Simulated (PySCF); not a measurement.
A structure optimised at PBE-D3(BJ)/def2-SVP, used in a PySCF frequency run:

```xyz
11

Te     0.3492     0.3174     0.7406
S     -1.4727     1.1470    -0.5671
C     -2.9555     0.3143     0.1260
H     -2.8932    -0.7790    -0.0275
H     -3.8206     0.7146    -0.4404
H     -3.0800     0.5458     1.2003
O      0.7521    -1.4722    -0.1638
Si     1.5415    -1.4907    -1.6628
H      0.7312    -0.8032    -2.7300
H      1.7049    -2.9421    -2.0164
H      2.8953    -0.8310    -1.5903
```

Write its SMILES and formula.

CS[Te]O[SiH3], CH₆OSSiTe

What are its rotational constants (standard atomic weights)?

2.2601, 1.0878, 0.83715 GHz
